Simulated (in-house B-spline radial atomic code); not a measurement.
Response of B⁺ as one setting changes: the radius of a hard wall (bohr). Method: TDHF. A dash marks a strongly mixed or unbound state. A box has no continuum, so excitations may lie above minus the highest level. Computed with an all-electron radial atomic-structure program (B-spline basis): linear response of the closed shell [He] 2s2 with bare exchange (time-dependent Hartree-Fock); non-relativistic, point nucleus, no spin-orbit coupling, no double excitations, S, P, D and F terms only.

| radius of a hard wall (bohr) | lowest 1P (eV) | lowest 3P, Tamm-Dancoff (eV) | minus highest occupied level (eV) | α (bohr³) |
| --- | --- | --- | --- | --- |
| 4 | 2s → 2p 8.882 | 2s → 2p 3.211 | 22.761 | 8.397 |
| 4.5 | 2s → 2p 8.673 | 2s → 2p 3.225 | 23.330 | 9.493 |
| 5.5 | 2s → 2p 8.441 | 2s → 2p 3.216 | 23.699 | 10.78 |
| 6.5 | ? | ? | ? | ? |
| 8 | ? | ? | ? | ? |
| 10 | 2s → 2p 8.336 | 2s → 2p 3.208 | 23.778 | 11.38 |
| 15 | 2s → 2p 8.335 | 2s → 2p 3.208 | 23.778 | 11.38 |

**Question.** What belongs in the row for 6.5?

**Answer.** lowest 1P (eV): 2s → 2p 8.363; lowest 3P, Tamm-Dancoff (eV): 2s → 2p 3.210; minus highest occupied level (eV): 23.766; α (bohr³): 11.23.

**Question.** What belongs in the row for 8?

**Answer.** lowest 1P (eV): 2s → 2p 8.338; lowest 3P, Tamm-Dancoff (eV): 2s → 2p 3.209; minus highest occupied level (eV): 23.777; α (bohr³): 11.37.
